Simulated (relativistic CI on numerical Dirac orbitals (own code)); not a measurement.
Ru5+: L2,3 absorption edge

Computed with this model: Dirac-Coulomb-Breit CI, KLI orbitals optimised for each configuration, a model potential for QED, multiplet model of core-to-valence dipole absorption, unscaled Slater integrals; configurations [Kr] 4d3 → [He] 2s2 2p5 3s2 3p6 3d10 4s2 4p6 4d4; 80 K; Lorentzian 1.6 eV and Gaussian 0.5 eV FWHM. Energies are those of the free ion, without screening or charge transfer. The branching ratio is the share of the lower-energy edge in the whole absorption, uncertain by about 0.02 where the edges overlap. S is read from ⟨S²⟩ = S(S + 1).

Computed curve for free ion, scaled to 100 at the maximum (points under 2 are left out and the grid is thinned):

Energy (eV), Intensity and a bar:
```
  2841.25        2.0 
  2842.00        2.6 
  2842.50        3.1 
  2843.25        4.2 #
  2844.00        6.2 #
  2844.50        8.5 ##
  2845.25       15.4 ####
  2846.00       30.0 #########
  2846.50       40.4 ############
  2847.25       42.8 #############
  2848.00       57.1 #################
  2848.50       82.6 #########################
  2849.25       98.4 ##############################
  2850.00       60.9 ##################
  2850.50       37.8 ###########
  2851.25       20.8 ######
  2852.00       13.8 ####
  2852.50       11.0 ###
  2853.25        8.1 ##
  2854.00        6.1 #
  2854.50        4.9 #
  2855.25        3.4 
  2856.00        2.4 
  2856.50        2.1 
  2973.50        3.2 
  2974.25        6.7 #
  2974.75        9.2 ##
  2975.50        8.1 ##
  2976.25        6.9 ##
  2976.75        8.8 ##
  2977.50       16.4 ####
  2978.25       19.9 ######
  2978.75       18.2 #####
  2979.50       11.7 ###
  2980.25        6.4 #
  2980.75        4.8 #
  2981.50        4.2 #
  2982.25        4.4 #
  2982.75        4.1 #
  2983.50        2.4
```

The ground state has S = 1.49, and the centroid lies at 2874.91 eV.
